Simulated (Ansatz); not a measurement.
`O=C[NH][GeH3]` → `NC=O` + `[GeH2]` at 500 K and 1 bar (germylene loss).

Calculated with Ansatz (gas phase, PBE0-D4/def2-TZVP geometries, no zero-point term in ΔE). CBS: MP2 limit from def2 TZ/QZ plus the TZ coupled-cluster correction, frozen cores. This one scheme is used for every species. For Ge outer-core shells are correlated without core-valence functions, which leaves a few kJ/mol of doubt a bond. Scalar relativity is left out up to krypton. Each species was taken in one conformer, which may not be the lowest.

```
        species  CCSD(T)/CBS energy (Eh)  H − E (kJ/mol)  S (J/(mol·K))
`O=C[NH][GeH3]`              -2247.05298           195.4          372.4
         `NC=O`               -169.73435           144.8          288.7
       `[GeH2]`              -2077.24753            46.3          239.7
```

H − E and S are ideal-gas, rigid-rotor, harmonic terms from PBE0-D4/def2-TZVP, for one conformer and one mirror image of each species. 1 Eh = 2625.50 kJ/mol, R = 8.31446 J/(mol·K).

Q: By hand: ΔE, ΔH, ΔS and ΔG.

A: ΔE = (-169.73435) + (-2077.24753) − (-2247.05298) = 0.07110 Eh = 186.7 kJ/mol. Δ(H − E) = 144.8 + 46.3 − 195.4 = -4.3, so ΔH = 182.4 kJ/mol. ΔS = 288.7 + 239.7 − 372.4 = 156.0 J/(mol·K). ΔG = 182.4 − 500 × (156.0)/1000 = 104.4 kJ/mol.

Q: By hand: the equilibrium constant, and the temperature at which ΔG would vanish if ΔH and ΔS stayed fixed.

A: log₁₀ K = −ΔG/(RT ln 10) = -10.9. ΔG = 0 at ΔH/ΔS = 1169 K.

The number of gas molecules changes by +1, which sets the sign of ΔS. A doubt of 5 kJ/mol in ΔE shifts log₁₀ K by 0.5 here. Other conformers and mirror images would add mixing entropy, several J/(mol·K) or more a flexible species. These are equilibria of isolated gas molecules and say nothing of rates. Largest T1 diagnostic: 0.016 (customary marks: 0.02 for closed shells, 0.045 for open ones).
